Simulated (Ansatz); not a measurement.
Pulling on the Al1–Cl4 bond in AlClFH (SMILES [F][AlH][Cl]) (multiplicity 1 held, fragments rigid). Energies count from the point at 2.087 Å.
Geometry at that point (charge 0, multiplicity 1):
```
atom    x (Å)    y (Å)    z (Å)
----  -------  -------  -------
Al    -0.5612   0.1772  -0.4707
H     -1.7558  -0.3699  -1.3032
F     -0.2159   1.7862  -0.4960
Cl     0.6468  -1.0594   0.6992
```

Active spaces are followed from a long bond inwards. Curves can end on different states.

Cores are frozen in the correlated methods.

Run with Ansatz (Gaussian basis) for Hartree–Fock, density functionals and correlated methods. Each number belongs to the level named beside it.

**Question.** What energy at R = 6.679 Å does SC-NEVPT2 on CASSCF(6,4)/cc-pV(D+d)Z give?

**Answer.** 470 kJ/mol

Doubts at one or more of the structures used: active orbitals that take no part (SC-NEVPT2 on CASSCF(6,4)/cc-pV(D+d)Z).

Ansatz is a quantum-chemistry and plane-wave program.
